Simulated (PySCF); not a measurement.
Stepwise substitution at one centre (In Cl-H). All species are isolated molecules in the gas phase. Strings in code marks are SMILES.

Method: PySCF with TPSSh-D3(BJ)/def2-TZVP // B3LYP-D3(BJ)/def2-TZVP. All candidates: neutral, multiplicity 1. 

The LUMO comes out as -2.33 eV. The HOMO–LUMO gap comes out as 5.86 eV. The dipole moment is 2.57 D.

Question: Name which member has these values.
(A) `[Cl][InH][Cl]`
(B) `[Cl][InH2]`
(C) `[InH3]`

Answer: A, `[Cl][InH][Cl]`. The others give `[InH3]`: -2.17 eV, 5.46 eV, 0.00 D; `[Cl][InH2]`: -2.27 eV, 5.24 eV, 2.91 D
